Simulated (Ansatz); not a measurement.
CH6BNOSn, relaxed with RKS PBE0-D4/def2-TZVP in Ansatz 0.2.0 from a PBE-D4/def2-SVP geometry. The force threshold is 0.005 eV/Å; the program also tests the step.

The species carries charge 0 and has multiplicity 1. Sn: def2 effective core potential. The bonds changed during the relaxation, so this is another structure than the one it started from.

Start:

```xyz
11

B    -0.117   -0.408   -2.296
Sn    0.490   -1.860   -0.666
N    -0.621   -0.560    0.973
C    -0.313    0.563    1.515
O     0.777    1.224    1.126
H    -1.041    0.390   -2.197
H     0.380   -0.513   -3.410
H     2.004   -0.966   -0.342
H    -1.487   -0.961    1.351
H    -0.926    1.036    2.313
H     0.854    2.054    1.632
```

Problem. By how much does the energy fall, and how many steps does the optimiser take? (Best estimate.)

Solution. Computed: 1.30 kcal/mol, in 19 steps.

Problem. Which bonds change most? (Estimate.)

Solution. The calculation gave: Sn2–H8 from 1.787 to 1.764 Å; B1–H7 from 1.224 to 1.203 Å; B1–H6 from 1.225 to 1.204 Å; N3–C4 from 1.285 to 1.265 Å.

Problem. Give the relaxed structure. (Estimate.)

Solution. Computed: 
```xyz
11

B    -0.048   -0.285   -2.193
Sn    0.362   -1.911   -0.690
N    -0.593   -0.639    1.041
C    -0.335    0.531    1.445
O     0.608    1.249    0.863
H    -0.861    0.588   -2.034
H     0.450   -0.335   -3.286
H     1.937   -1.234   -0.271
H    -1.332   -1.081    1.571
H    -0.863    1.002    2.278
H     0.676    2.115    1.275
```
